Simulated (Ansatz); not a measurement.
`CCC(Cl)CC(Cl)CC(Cl)CC(Cl)CC(C)Cl` with charge -1. Charge -1, multiplicity 2. Geometry r2SCAN-D4/def2-SVP, that of the neutral singlet.

Cartesian coordinates in Å:
```
C -4.419 -1.465 -1.448
C -3.175 -2.265 -1.087
C -2.935 -2.421 0.408
Cl -4.365 -3.237 1.197
C -1.697 -3.243 0.771
C -0.405 -2.720 0.151
Cl 0.948 -3.843 0.632
C -0.041 -1.301 0.560
C 1.159 -0.719 -0.170
Cl 0.766 -0.606 -1.952
C 1.547 0.655 0.350
C 2.759 1.286 -0.315
Cl 4.201 0.183 -0.151
C 3.154 2.642 0.260
C 2.055 3.697 0.277
C 2.558 5.053 0.728
Cl 1.316 3.855 -1.387
H -4.500 -1.342 -2.538
H -5.329 -1.967 -1.089
H -4.389 -0.460 -0.998
H -2.285 -1.760 -1.506
H -3.210 -3.270 -1.545
H -2.903 -1.429 0.888
H -1.853 -4.281 0.435
H -1.591 -3.274 1.867
H -0.438 -2.792 -0.946
H -0.910 -0.642 0.384
H 0.166 -1.285 1.645
H 2.014 -1.408 -0.112
H 1.730 0.566 1.437
H 0.691 1.338 0.204
H 2.583 1.369 -1.397
H 3.496 2.504 1.302
H 4.017 3.025 -0.309
H 1.218 3.373 0.916
H 3.354 5.414 0.059
H 2.969 4.977 1.748
H 1.745 5.792 0.733
```

HSE06 is defined as in plane-wave codes, on full-range PBE exchange. Single mean-field runs in def2-TZVP are fitted with def2-universal-jkfit. At PBE-D4/def2-TZVP, PBE0-D4/def2-TZVP, HSE06-D4/def2-TZVP the highest occupied level of the charge -1 doublet lies above zero (up to 2.68 eV). By energy differences it is unbound by 1.19 eV (vertical, to the charge 0 singlet, at HSE06-D4/def2-TZVP) and held by the finite basis. At PBE-D4/def2-TZVP, HSE06-D4/def2-TZVP the gap within one spin of the charge -1 doublet nearly closes, so an electron or hole may be smeared out by delocalisation error.

Problem. Estimate the α-spin orbital energies around the gap (eV) in Ansatz with PBE-D4/def2-TZVP, PBE0-D4/def2-TZVP, HSE06-D4/def2-TZVP.

Solution. 
```csv
orbital,PBE-D4/def2-TZVP,PBE0-D4/def2-TZVP,HSE06-D4/def2-TZVP
HOMO−5,-3.82,-5.27,-4.85
HOMO−4,-3.72,-5.13,-4.76
HOMO−3,-3.64,-4.96,-4.58
HOMO−2,-3.53,-4.78,-4.45
HOMO−1,-3.32,-4.57,-4.22
HOMO,2.40,2.48,2.68
LUMO,2.42,3.00,2.74
LUMO+1,2.42,3.21,2.86
LUMO+2,2.53,3.47,3.09
LUMO+3,2.78,3.54,3.17
LUMO+4,3.06,3.86,3.49
LUMO+5,3.23,4.13,3.74
β HOMO,-3.27,-4.49,-4.14
β LUMO,2.50,3.34,2.98
```
